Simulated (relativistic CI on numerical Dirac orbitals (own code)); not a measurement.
## Tc⁴⁺: M2,3 absorption edge

Computed with this model: Dirac-Coulomb-Breit CI, KLI orbitals optimised for each configuration, model QED (radiative potential, 1s self-energy scaled to tabulated hydrogen-like ionisation energies), valence Slater integrals scaled by 0.8, multiplet model of core-to-valence dipole absorption; configurations [Kr] 4d3 → [Ne] 3s2 3p5 3d10 4s2 4p6 4d4; 300 K; Lorentzian 2 eV and Gaussian 0.4 eV FWHM. Energies are those of the free ion, without screening or charge transfer. The branching ratio is the share of the lower-energy edge in the whole absorption, uncertain by about 0.02 where the edges overlap. S is read from ⟨S²⟩ = S(S + 1).

Field parameters in Wybourne normalisation: D3d B²₀ = −7Dσ, B⁴₀ = −14Dq − 21Dτ, B⁴₃ = −14√(10/7) Dq. The field is a parameter set, without covalency.

Case D3d, 10Dq = 23650, Dσ = -1200, Dτ = -40 cm⁻¹, the dichroism is that of the ground state at zero temperature, magnetised by exchange field 10 meV on Sz. The dichroism I(Δm = −1) − I(Δm = +1), over the sum of the three polarisations, integrates to -0.0386 on the lower edge and 0.0421 on the upper edge. The branching ratio is 0.735.

Question: Use the orbital sum rule with 7 holes to get ⟨Lz⟩.

Answer: For a p → d edge ⟨Lz⟩ = 2 × n_h × (sum of both integrals) in this sign convention = 0.05; the ground state itself has ⟨Lz⟩ = 0.16 and ⟨Sz⟩ = -1.49. The rule assumes one radial integral for both edges, which relativistic orbitals only approach.
